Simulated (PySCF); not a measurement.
C₃H₅BF₂, SMILES B(F)(C(F)=C)C.

Geometry optimised at PBE-D3(BJ)/def2-SVP. This is a generated structure with no PubChem entry under its InChIKey; it may be hypothetical. Other conformers were not sampled.

The numbers are results of PySCF with PBE-D3(BJ)/def2-SVP, not measurements.

No scaling factor is applied to the harmonic values.

```tsv
mode	ν (cm⁻¹)	IR (km/mol)	moving atoms (share of kinetic energy)
1	47	1.0	H 94 %
2	64	2.2	C 42 %, F 40 %, H 19 %
3	175	2.4	C 39 %, F 36 %, H 23 %
4	301	0.4	C 35 %, F 30 %, H 25 %, B 10 %
5	304	0.4	C 35 %, H 24 %, F 23 %, B 17 %
6	426	0.3	F 62 %, C 22 %, B 8 %
7	446	11.0	F 30 %, H 30 %, C 29 %, B 11 %
8	502	1.7	H 47 %, C 32 %, B 17 %
9	661	0.6	C 52 %, H 25 %, F 20 %
10	732	0.2	H 85 %, C 11 %
11	813	2.1	H 57 %, C 26 %, F 13 %
12	843	36.7	H 39 %, B 37 %, C 22 %
13	878	38.3	H 71 %, C 29 %
14	918	25.6	H 44 %, C 28 %, F 28 %
15	1072	108.9	B 43 %, H 30 %, C 21 %
16	1225	63.4	H 51 %, C 22 %, B 16 %, F 11 %
17	1303	132.2	C 44 %, H 36 %, B 13 %
18	1322	184.6	H 40 %, B 36 %, C 16 %
19	1336	81.5	H 68 %, C 17 %, B 13 %
20	1377	25.9	H 86 %
21	1392	16.3	H 71 %, B 18 %
22	1642	37.2	C 90 %, H 8 %
23	2964	1.6	H 96 %
24	3048	3.6	H 92 %, C 8 %
25	3093	1.0	H 94 %
26	3097	4.1	H 90 %, C 10 %
27	3204	0.1	H 89 %, C 11 %
```
